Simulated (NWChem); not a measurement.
# SiAsH$_{4}$F; SMILES F[SiH2][AsH2]

```xyz
7

Si     0.5056    -1.2052     0.0244
F     -0.8390    -2.1034    -0.0673
As    -0.0849     1.1005     0.0748
H      1.3732    -1.5696    -1.1266
H      1.2048    -1.5278     1.2969
H      1.4032     1.4828     0.0779
H     -0.1580     1.2054    -1.4532
```
Atoms are numbered in this order, from 1.

Program: NWChem. STO-3G and 3-21G are far too small for this property and stand as cheap habits. Geometry: optimised at B3LYP/6-31G* (spherical d). GIAO values for the isolated, static molecule; σ is the absolute isotropic shielding, δ = σ(reference) − σ with the isolated reference molecule computed at the same levels (19F: trichlorofluoromethane, 1H: tetramethylsilane, 29Si: tetramethylsilane).

For level Hartree-Fock/STO-3G:

```
Property     Result
-----------  ------
δ Si1 (ppm)   -14.9
δ F2 (ppm)   -217.9
σ As3 (ppm)  2599.2
δ H4 (ppm)     2.23
δ H5 (ppm)     2.24
δ H6 (ppm)     0.33
δ H7 (ppm)     0.35
```

Question: Estimate the same quantities for level KT2/pcSseg-1.

Answer: 
* **δ Si1 (ppm)**: 23.0
* **δ F2 (ppm)**: -268.7
* **σ As3 (ppm)**: 1893.9
* **δ H4 (ppm)**: 6.46
* **δ H5 (ppm)**: 6.04
* **δ H6 (ppm)**: 1.88
* **δ H7 (ppm)**: 2.55
